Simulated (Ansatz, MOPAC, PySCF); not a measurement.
Noncovalent pair: HCl (SMILES Cl) (first 2 atoms) with Br2 (SMILES BrBr); geometry from B3LYP-D3(BJ)/def2-TZVP.
(charge 0, multiplicity 1):
```tsv
atom	x (Å)	y (Å)	z (Å)
Cl	-0.0871	-0.2578	0.0788
H	0.9588	0.4857	0.0741
Br	0.0022	0.1432	5.6232
Br	-0.1102	-0.0775	3.3095
```

Counterpoise-corrected where a basis set is named; no monomer relaxation. Rows marked so take none.

Frozen-core correlation. Filled d and f shells under p-block atoms count as core. CBS: X⁻³ extrapolation of the correlation energy, Hartree–Fock from the larger set. Rows in 6-31G*, LANL2DZ carry no dispersion term and start afresh at each structure (6-31G* with six Cartesian d functions); the Pople sets are all-electron and without relativity. MP2/6-31G* freezes PySCF's default core, which leaves 3d correlated. LANL2DZ brings its own core potentials from Na on. The state reached by PM6, PM7 isn't checked; PM7 holds dispersion and hydrogen-bond terms.

The values were computed with Ansatz (an electronic-structure program); MOPAC for PM6, PM7 (differences of heats of formation); PySCF for 6-31G* rows, LANL2DZ rows, the dispersion terms. 

Other levels give for the interaction energy: PBE/def2-TZVPPD -8.6; B3LYP/def2-TZVPPD -3.2; B3LYP-D3(BJ)/def2-TZVPPD -9.6; wB97M-V/def2-TZVPPD -7.3; CCSD(T)/CBS(def2-TZVPPD, def2-QZVPPD) -7.4 kJ/mol.

What do these common cheap choices give for the same quantity: PM6, PM7, BP86/6-31G* (no counterpoise), B3LYP/6-31G* (no counterpoise), B3LYP/LANL2DZ (no counterpoise), M06-2X/6-31G* (no counterpoise), MP2/6-31G*, MP2/6-31G* (no counterpoise)?

PM6 -2.5; PM7 -5.3; BP86/6-31G* (no counterpoise) -7.1; B3LYP/6-31G* (no counterpoise) -5.4; B3LYP/LANL2DZ (no counterpoise) -5.2; M06-2X/6-31G* (no counterpoise) -9.8; MP2/6-31G* -1.5; MP2/6-31G* (no counterpoise) -5.3 kJ/mol. They span -9.8 to -1.5 kJ/mol.
